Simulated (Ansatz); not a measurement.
Consider the cleavage of the Si–Al bond: `C[SiH2][Al]1[CH2][SiH2]1` + `C=CS` → `C=CS[SiH2]C` + `[CH2]1[AlH][SiH2]1`.

Program: Ansatz. Geometries: PBE0-D4/def2-TZVP. ΔE: electronic, gas phase. CCSD(T)/CBS adds triple-zeta CCSD(T) − MP2 to the extrapolated MP2 energy (def2 sets, frozen cores). This one scheme is used for every species. Functionals use def2-TZVPP. B3LYP here is the variant with VWN-RPA as its local correlation; programs differ in this. Each species was taken in one conformer, which may not be the lowest.

Task: Is it downhill or uphill in electronic energy at CCSD(T)/CBS, and by how much? (Estimate.)

Result: The calculation gave: Downhill: ΔE = -0.49 eV.

Task: What do these levels give: r2SCAN, B3LYP, SCS-MP2/def2-TZVPP, CCSD(T)/def2-TZVPP, HF/def2-QZVPP, MP2/CBS(def2)? (An estimate is asked.)

Result: Computed: r2SCAN -0.44, B3LYP -0.41, SCS-MP2/def2-TZVPP -0.55, CCSD(T)/def2-TZVPP -0.45, HF/def2-QZVPP -0.55, MP2/CBS(def2) -0.61 eV.

Largest T1 diagnostic among the species: 0.013.

From PBE to PBE0 (25 % exact exchange), in def2-TZVPP and without D4, ΔE moves by −0.06 eV. The D4 term adds −0.06 eV with B3LYP and −0.03 eV with PBE0; it sums over pairs of atoms, weighted by their polarisabilities, and B3LYP, whose exchange is more repulsive, gets the larger term.
